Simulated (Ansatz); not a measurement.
`P[SiH2][SeH]` + `N[SiH3]` → `[SiH3]N[SiH2][SeH]` + PH₃  (cleavage of the Si–P bond)

Isolated molecules relaxed with PBE0-D4/def2-TZVP in Ansatz; ΔE leaves out vibrations. CCSD(T)/CBS adds triple-zeta CCSD(T) − MP2 to the extrapolated MP2 energy (def2 sets, frozen cores). This one scheme is used for every species. DFT in def2-TZVPP. B3LYP here is the variant with VWN-RPA as its local correlation; programs differ in this. For Se outer-core shells are correlated without core-valence functions, which leaves a few kJ/mol of doubt a bond. Scalar relativity is left out up to krypton. One conformer a species, not always the lowest.

```csv
level,ΔE (kJ/mol),difference from CCSD(T)/CBS
PBE-D4,-30.8,13.6
r2SCAN-D4,-39.5,4.9
B3LYP-D4,-45.8,-1.4
ωB97X-V,-43.8,0.6
ωB97M-V,-46.2,-1.8
B2PLYP,-45.0,-0.6
PBE,-27.9,16.5
PBE0,-31.8,12.6
B3LYP,-41.4,3.0
MP2/def2-TZVPP,-47.9,-3.5
CCSD/def2-TZVPP,-48.7,-4.3
HF/def2-QZVPP,-55.4,-11.0
MP2/def2-QZVPP,-46.6,-2.2
SCS-MP2/def2-QZVPP,-49.5,-5.1
HF/CBS(def2),-55.6,-11.2
MP2/CBS(def2),-45.1,-0.7
CCSD(T)/CBS,-44.4,0
```

Largest T1 diagnostic among the species: 0.013.

In def2-TZVPP, CCSD(T) changes the Hartree–Fock value by +7.3 kJ/mol (the triples alone add +1.5 kJ/mol) and MP2 by +6.7 kJ/mol. The D4 term adds −4.3 kJ/mol with B3LYP and −2.7 kJ/mol with PBE0; it sums over pairs of atoms, weighted by their polarisabilities, and B3LYP, whose exchange is more repulsive, gets the larger term. From PBE to PBE0 (25 % exact exchange), in def2-TZVPP and without D4, ΔE moves by −3.9 kJ/mol.
